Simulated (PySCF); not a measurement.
Polarisability and C₆ of P³⁺ (phosphorus, charge +3)

[Ne] 3s2, closed-shell 1S. All numbers are calculated (PySCF 2.14, scalar relativity by spin-free X2C-1e, in dyall-acv3z (19s12p6d4f, 113 functions)). Coupled (time-dependent) response in atomic units; α is the mean over directions.

```
method  mean α (bohr³)  C₆ (like pair)  S(−4)
   UHF           7.085           18.52  31.22
   PBE           6.614           16.61  27.71
  PBE0           6.756           17.16  28.81
  MN15           6.814           16.74  31.88
  BP86           6.563           16.43  27.27
```

S(−4) is the Cauchy moment in α(ω) = α(0) + S(−4) ω² + …

α(iu) at UHF:

| u (hartree) | α(iu) (bohr³) |
| --- | --- |
| 0 | 7.085 |
| 0.0500 | 7.008 |
| 0.100 | 6.787 |
| 0.200 | 6.028 |
| 0.300 | 5.089 |
| 0.500 | 3.422 |
| 0.750 | 2.125 |
| 1.00 | 1.420 |
| 1.50 | 0.7707 |
| 2.00 | 0.4997 |
| 3.00 | 0.2808 |
| 5.00 | 0.1449 |

For an ion, C₆ is the dispersion term alone; charge-induced terms of lower order in 1/R come first.
